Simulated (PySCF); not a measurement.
## Worked example: oscillator strength and radiative lifetime

Zn(F)(SH) (FHSZn), SMILES [F][Zn][SH].

Geometry: TPSSh-D3(BJ)/def2-TZVP. Other conformers were not sampled.

TDDFT-M06-2X/def2-SVPD (PySCF 2.14.0) puts the first singlet state with f over 0.02 at 5.06 eV (vertical), with the transition dipole (0.000, 0.000, 0.548) in atomic units.

Find the oscillator strength, the wavelength and the radiative lifetime that this transition would have in vacuum if emission retraced absorption.


|μ|² = 0.3003 au, so |μ| = 1.39 D. ΔE = 5.06/27.211 = 0.1860 hartree. f = (2/3) ΔE |μ|² = 0.037 (the program prints 0.037).
λ = 1239.84/5.06 = 245 nm; ν = 40812 cm⁻¹.
Einstein's coefficient A = 0.6670 ν² f s⁻¹ (ν in cm⁻¹) = 4.1e7 s⁻¹, so τ = 1/A = 24 ns. This state is S1. The figure is the radiative limit of this one transition; relaxation, internal conversion, crossing to triplets and a medium change what is measured.
